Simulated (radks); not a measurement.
Numerical settings for the technetium ion Tc14+, [Ar] 3d10 4s1. Calculated with a radial shooting solver on a logarithmic mesh with Libxc functionals: Dirac Kohn-Sham, BLYP, spin-unpolarised, spherical densities, finite nucleus; Fermi nuclear charge, rms radius 4.4112 fm. The defaults (mesh step 0.008 in ln r, mesh end at 40 bohr or more with all orbitals vanishing there, Anderson mixing 0.5 over 9 steps, residual threshold near 1e-9 with the energy settled to 1e-9 hartree or 1e-11 of itself, here a cap of 58 iterations) give E = -4218.4575 hartree and 4s1/2 at -328.52 eV in 15 iterations. Run on one thread of a shared host, so times are rough (Arm Neoverse N1): 0.11 s of CPU time, 0.11 s wall, 15 iterations on 2189 mesh points. Changes against that run (0 stands for a change within the tolerance of the run):

setting,iterations,converged,E (mhartree),e(4s1/2) (meV),CPU (s)
mesh step in ln r 0.12,4,no,diverged,-,0.01
mesh step in ln r 0.05,13,yes,+0.0141,+0.0756,0.03
mesh step in ln r 0.02,13,yes,0,0,0.05
mesh end (bohr) 8,15,yes,0,0,0.11
mesh end (bohr) 2,15,yes,+33,+1.06e+03,0.1
residual threshold 1e-16,58,no,0,0,0.24
residual threshold 0.1,9,yes,0,+0.775,0.08
mixing 1.5,15,yes,0,0,0.11
"linear mixing, mixing 0.2",58,no,0,-0.227,0.32
"linear mixing, mixing 0.5",35,yes,0,0,0.2
mixing history 20,21,yes,0,0,0.14
iteration cap 8,8,no,0,+0.775,0.06

Settings that end as converged yet miss the energy by more than 1 mhartree: mesh end (bohr) 2 (+0.033 hartree). A mesh that ends early acts as a hard wall.
